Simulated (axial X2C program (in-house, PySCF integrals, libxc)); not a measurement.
TiI⁺: from the spin-free to the two-component result

All values were computed with an axial X2C code built on PySCF integrals. Spin-free means the one-electron spin-free X2C Hamiltonian; two-component (2c) means X2C with spin–orbit coupling and atomic mean-field two-electron Coulomb and Gaunt terms, so the difference of the two also holds small scalar two-electron terms. Basis: I dyall-cv3z [11s12p8d4f1g], Ti dyall-cv3z [10s10p6d4f2g] (cores contracted in-house); Gaussian nuclei, density fitting, unrestricted open shells. Masses: I 126.904 u, Ti 47.948 u.

Spin-free state: M_S = 1, Λ = 2 (beyond evenly filled blocks: σα, δ+α); fragments I + Ti+.

| level | Re (Å) | ωe (cm⁻¹) | De (eV) | μ (D) |
| --- | --- | --- | --- | --- |
| PBE0 | 2.485 | 312.4 | 3.194 | 9.85 |
| HF | 2.602 | 285.9 | 1.696 | 12.97 |
| MP2 | 2.551 | 293.7 | 2.923 | n/a |
| CCSD | 2.542 | 296.8 | 2.877 | n/a |
| CCSD(T) | 2.537 | 297.3 | 3.022 | n/a |
| B3LYP | 2.501 | 305.4 | 3.187 | 9.66 |

Correlated methods: 10 electrons correlated (number of frozen shells: I 4 s, 3 p, 2 d; Ti 3 s, 2 p), 330 virtual spin orbitals or spinors in MP2, 90 natural virtuals in coupled cluster.

Dipoles are positive if Ti is the positive end and refer to the centre of mass.

Two-component determinant lowest at the distance of the search:

Ω = 1 (⟨Sz⟩ = -1.00, ⟨Lz⟩ = 2.00 at HF); fragments I + Ti+.

| level | Re (Å) | ωe (cm⁻¹) | μ (D) |
| --- | --- | --- | --- |
| PBE0 | 2.489 | 309.7 | 9.79 |
| HF | 2.606 | 283.2 | 12.92 |
| MP2 | 2.555 | 291.6 | n/a |
| CCSD | 2.544 | 295.4 | n/a |
| CCSD(T) | 2.539 | 296.2 | n/a |
| B3LYP | 2.505 | 302.2 | 9.59 |

**Question.** From the two tables, how do the constants change at the CCSD(T) level (2c against spin-free)?

**Answer.** At the CCSD(T) level Re rises by 0.002 Å and ωe drops by 1.1 cm⁻¹.

The state is one determinant whose occupation by symmetry is held fixed; it was picked as the lowest of a PBE0 search that is not exhaustive. Dissociation energies refer to the lowest single-determinant-based atoms at the same level and basis. De is not given where an atomic determinant may have missed its ground term or J level, or where the truncated virtual space spoils (T). Density functionals use the spin component along the axis (collinear). Coupled cluster ran in a truncated set of natural virtual spinors; the MP2 energy of the rest was added. (T) has no such correction and the atoms are truncated less, which lowers De at CCSD(T) by a hundredth of an eV or more. Other states lie close and PBE0, whose exact exchange favours high spin, may order them wrongly; the determinant shown need not be the ground state. The nearest other spin-free determinant of the search, M_S = 1, Λ = 3, lies 0.22 eV up at the distance of the search. Without a current term, density functionals place determinants with orbital angular momentum somewhat too high. With several unpaired electrons one determinant need not be a pure state. The outer-core s and p shells of the metal are frozen in the correlated rows, which leaves out core–valence correlation; for alkali and alkaline-earth bonds that tends to lengthen them. With the outer-core shells frozen, correlated bond lengths of heavy atoms tend to come out a few hundredths of an ångström too long.
